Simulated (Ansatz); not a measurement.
C5HF7 can be A, `FC1=CC(F)(F)C(F)(F)C1(F)F`, or B, `FC1=C(F)C(F)(F)C(F)C1(F)F`.

Isolated molecules relaxed with PBE0-D4/def2-TZVP in Ansatz; ΔE leaves out vibrations. CBS: MP2 limit from def2 TZ/QZ plus the TZ coupled-cluster correction, frozen cores. Functionals use def2-TZVPP. B3LYP here is the variant with VWN-RPA as its local correlation; programs differ in this.

A:

```xyz
13

F    -1.465    0.249   -2.193
C    -0.772    0.237   -1.080
C    -0.515    1.267   -0.290
C     0.274    0.829    0.894
F     1.325    1.632    1.138
F    -0.479    0.813    2.015
C     0.743   -0.618    0.546
F     1.997   -0.581    0.081
F     0.696   -1.437    1.595
C    -0.214   -1.069   -0.597
F    -1.184   -1.871   -0.120
F     0.432   -1.740   -1.561
H    -0.839    2.289   -0.428
```

B:

```xyz
13

F    -0.5996    2.3554    1.0755
C    -0.3670    1.1557    0.6040
C    -0.7552   -0.0014    1.1247
F    -1.4520   -0.1850    2.2186
C    -0.3151   -1.1640    0.2978
F     0.2741   -2.1146    1.0577
F    -1.3492   -1.7530   -0.3317
C     0.6782   -0.5446   -0.7045
F     0.5415   -1.0576   -1.9466
C     0.4012    0.9708   -0.6627
F    -0.2998    1.3747   -1.7389
F     1.5492    1.6854   -0.6520
H     1.6937   -0.7220   -0.3416
```

Question: Which isomer does CCSD(T)/CBS put lower? Give the gap. (Best estimate.)

Answer: Ansatz gave: A, by 39.2 kJ/mol.

Question: Give E(B) − E(A) in kJ/mol with BLYP-D4, PBE-D4, B2PLYP, B3LYP-D4, CCSD(T)/def2-SVP, LDA (SPW92), ωB97M-V. (An estimate is asked.)

Answer: Ansatz gave: BLYP-D4 31.4, PBE-D4 31.0, B2PLYP 36.0, B3LYP-D4 33.7, CCSD(T)/def2-SVP 48.1, LDA (SPW92) 35.7, ωB97M-V 39.1. None reverses the order clearly.

Question: Does the order hold for the free energy at 298.15 K (harmonic terms from PBE0-D4)? (Best estimate.)

Answer: Ansatz gave: Yes: G(B) − G(A) = +39.6 kJ/mol. Modes under 60 cm⁻¹, often nearly free rotors, make the harmonic entropy too high.

Largest T1 diagnostic: 0.013.

From BLYP to BHLYP (50 % exact exchange), in def2-TZVPP and without D4, E(B) − E(A) moves by +7.3 kJ/mol. At CCSD(T), def2-SVP lies +8.9 kJ/mol from the extrapolated value and def2-TZVPP −0.1 kJ/mol.
